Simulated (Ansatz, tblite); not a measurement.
Isomers of Rb₂F₃ (doublet), found by a short tight-binding search and relaxed with PBE0-D4/def2-SVP in Ansatz.

In the def2 sets Rb takes a core potential; there is no spin–orbit coupling. The xTB rows come from tblite. Correlated methods freeze 3 core orbitals; core or outer-core shells of Rb are correlated, in sets that lack core-valence functions. In CCSD on the charge 0 doublet the largest single amplitude is 0.15, so its Hartree–Fock determinant may place the open shell otherwise than the density functionals do.

Other spin states were run for one of them alone.

A:

Cartesian coordinates in Å:
```
Rb 0.133 0.624 -1.791
Rb 0.093 -1.164 1.500
F 0.672 -1.608 -0.866
F -1.365 0.781 0.408
F 0.467 1.367 0.749
```

B:

Cartesian coordinates in Å:
```
Rb -2.176 1.703 -0.448
Rb 0.805 -0.630 0.168
F -0.802 0.786 1.442
F 2.720 -2.134 0.558
F -0.548 0.276 -1.719
```

Q: Estimate their order by electronic energy at r2SCAN0-D4/def2-TZVP, counted from the lowest.

A: A (0.0) < B (99.3), in kJ/mol.

Q: Do the other levels pick the same lowest one?

A: Not GFN2-xTB. Energies above each level's lowest (kJ/mol):

```tsv
level	A	B
GFN1-xTB	0.0	1.4
GFN2-xTB	50.2	0.0
HF/def2-SVP	0.0	18.4
PBE-D4/def2-TZVP	0.0	41.6
r2SCAN-D4/def2-TZVP	0.0	62.3
PBE0-D4/def2-TZVP	0.0	89.5
r2SCAN0-D4/def2-TZVP	0.0	99.3
BHLYP-D4/def2-TZVP	0.0	98.5
MP2/def2-SVP	0.0	92.4
CCSD/def2-SVP	0.0	101.5
CCSD(T)/def2-SVP	0.0	107.1
```
Point groups (tolerance 0.1 Å): A C2v, B C2v. Lower isomers may exist.
